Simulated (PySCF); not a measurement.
Static response to an electric field

Compound: GeClH3.
Cartesian coordinates in Å at the PBE0-D3(BJ)/def2-SVP level; atoms count from 1:
```xyz
5
ClGeH3 angstrom
Ge    -0.0011    0.0017   -0.1571
Cl     0.0133   -0.0216    2.0070
H      1.4599    0.0114   -0.6266
H     -0.7402    1.2722   -0.5979
H     -0.7319   -1.2638   -0.6254
```

Level: CAM-B3LYP/def2-SVPD (PySCF), static field, nuclei fixed, core orbitals frozen in the response. The polarisability tensor in these axes (au):

```
x   42.38  0.00  0.08
y    0.00 42.38 -0.12
z    0.08 -0.12 53.99
```

Problem. Diagonalise the tensor; give its mean and Δα, where Δα² is half the sum of the squared differences of the eigenvalues.

Solution. Principal values 42.37, 42.38 and 53.99 au; mean 46.25 au = 6.85 Å³ = 7.63 × 10⁻⁴⁰ C²·m²/J; Δα = 11.61 au (25 % of the mean).

Problem. What is the dipole moment, and where does it point?

Solution. (-0.01, 0.02, -2.12) D, 2.12 D in size, pointing from the negative to the positive side. Measured along this direction, the outermost atoms are Cl2 at the negative end and H3, H4 and H5 at the positive end.

Problem. Orientational against electronic polarisability at 350 K (dilute gas, rigid molecules)?

Solution. In Gaussian units μ²/3kT = 31.14 Å³ against 6.85 Å³, a ratio of 4.54; the Debye molar polarisation (4π/3)N_A(α + μ²/3kT) is 95.8 cm³/mol, leaving out the vibrational part.

Problem. What molar refraction does this α imply?

Solution. Lorentz–Lorenz: R = (4π/3)N_A α = 2.5225 cm³/(mol·Å³) × 6.85 Å³ = 17.3 cm³/mol, in the limit of long wavelengths.

Problem. What depolarisation ratio follows for Rayleigh scattering of linearly polarised light, taking the static tensor?

Solution. ρ = 3Δα²/(45ᾱ² + 4Δα²) = 404.6/(96244 + 539.5) = 0.00418.

Geometry: PBE0-D3(BJ)/def2-SVP; no solvent, vibrations or thermal averaging. The calculation is non-relativistic, for germanium too.

The run behind these numbers computed excited states as well. Time: 6.5 s wall. Hardware: an x86-64 server with one thread, shared host.
